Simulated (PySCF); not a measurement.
Compound: ethyldifluoroborane, C2H5BF2.
SMILES with atom numbers: `[CH3:1][CH2:2][B:3]([F:4])[F:5]` (hydrogens: H6, H7, H8 on C1; H9, H10 on C2)

Geometry (PBE0-D3(BJ)/def2-SVP, Å), atoms numbered from 1 in this order:
```
atom  x, y, z in Å
C1    -1.1984    0.0869   -0.0596
C2     0.2005   -0.4316   -0.3644
B3     1.3570    0.2646    0.4175
F4     1.1674    1.3612    1.1305
F5     2.5941   -0.2010    0.3918
H6    -1.4727   -0.0952    0.9909
H7    -1.9606   -0.3962   -0.6887
H8    -1.2685    1.1726   -0.2252
H9     0.4436   -0.3089   -1.4377
H10    0.2800   -1.5199   -0.1957
```

Computed with TDDFT CAM-B3LYP/def2-SVPD, vertical, gas phase, core orbitals frozen in the response in PySCF 2.14.0, density-fitted response routines.

Transition dipole moments from the ground state, in atomic units and in the frame of the coordinates above (overall signs are arbitrary), for the states with f of 0.002 or more among the lowest 8:

```
state  E (eV)      μx      μy      μz
   S1   8.316  -0.038  -0.104   0.221
   S2   8.709   0.090   0.154   0.086
   S3   9.198   0.087   0.073   0.075
   S4   9.498  -0.243  -0.231  -0.191
   S5   9.727  -0.052  -0.117  -0.140
   S6   9.784   0.418   0.250   0.387
   S8  10.253  -0.336   0.083   0.109
```

(1) What oscillator strength does each state have?

(2) Which bond between heavy atoms lies closest to the direction of the S6 transition dipole?

(3) What angle do the transition dipoles of S6 and S8 make?

(4) What peak molar absorption coefficient would the strongest computed level give as a lone Gaussian band 0.3 eV wide at half height?

Results:

(1) f = (2/3) ΔE |μ|² with ΔE in hartree (27.2114 eV).

| state | \|μ\|² (au) | \|μ\| (D) | f |
| --- | --- | --- | --- |
| S1 | 0.061 | 0.63 | 0.012 |
| S2 | 0.039 | 0.50 | 0.008 |
| S3 | 0.018 | 0.34 | 0.004 |
| S4 | 0.149 | 0.98 | 0.035 |
| S5 | 0.036 | 0.48 | 0.009 |
| S6 | 0.386 | 1.58 | 0.093 |
| S8 | 0.131 | 0.92 | 0.033 |

(2) C2–B3, at 8° from it; next B3–F4 at 55°.

(3) |cos θ| = |μa·μb| / (|μa| |μb|) = 0.34, so θ ≈ 70° (taken between 0 and 90°, since the signs are arbitrary).

(4) ε(max) = 2.175×10⁸ f / FWHM, with the width in cm⁻¹. S6: 2.175×10⁸ × 0.0926 / 2420 ≈ 8300 L mol⁻¹ cm⁻¹.

All these states lie below the vertical ionisation energy of 12.07 eV (ΔSCF).

One conformer stands for the species.

Without π bonds the low states may be Rydberg-like; a valence basis with one diffuse set may place them up to an eV too high.
